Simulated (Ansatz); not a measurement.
Calculated with Ansatz (gas phase, PBE0-D4/def2-TZVP geometries, no zero-point term in ΔE). CBS: MP2 limit from def2 TZ/QZ plus the TZ coupled-cluster correction, frozen cores. This one scheme is used for every species. DFT in def2-TZVPP. B3LYP here is the variant with VWN-RPA as its local correlation; programs differ in this. Triplets are unrestricted, without spin–orbit coupling. For Se outer-core shells are correlated without core-valence functions, which leaves a few kJ/mol of doubt a bond. Scalar relativity is left out up to krypton. Each species was taken in one conformer, which may not be the lowest.

Reaction (formal loss of a carbene): `C[Se]C(F)(F)F` → `[CH2]` (triplet) + `FC(F)(F)[SeH]`

CCSD(T)/CBS gives +444.1 kJ/mol.

Problem. Another level gave +436.0 kJ/mol. Which?
A. ωB97X-V/def2-TZVPP
B. LC-ωPBE/def2-TZVPP
C. r2SCAN0-D4/def2-TZVPP
D. B3LYP-D4/def2-TZVPP

Solution. D. B3LYP-D4 436.0, ωB97X-V 453.4, LC-ωPBE 429.1, r2SCAN0-D4 415.8 kJ/mol.

Problem. What do rigid-rotor, harmonic-oscillator terms from PBE0-D4/def2-TZVP frequencies (298.15 K, 1 bar) make of the CCSD(T)/CBS value? (An estimate is asked.)

Solution. Computed: ΔZPE = -33.1 kJ/mol, ΔH = +416.7 kJ/mol, ΔS = 158 J/(mol·K), ΔG = +369.6 kJ/mol. Open shells count their whole term as degenerate.

Largest T1 diagnostic among the species: 0.011.

At CCSD(T), def2-SVP lies −31.6 kJ/mol from the extrapolated value and def2-TZVPP −11.7 kJ/mol. The D4 term adds +10.5 kJ/mol with B3LYP and +5.6 kJ/mol with PBE0; it sums over pairs of atoms, weighted by their polarisabilities, and B3LYP, whose exchange is more repulsive, gets the larger term.
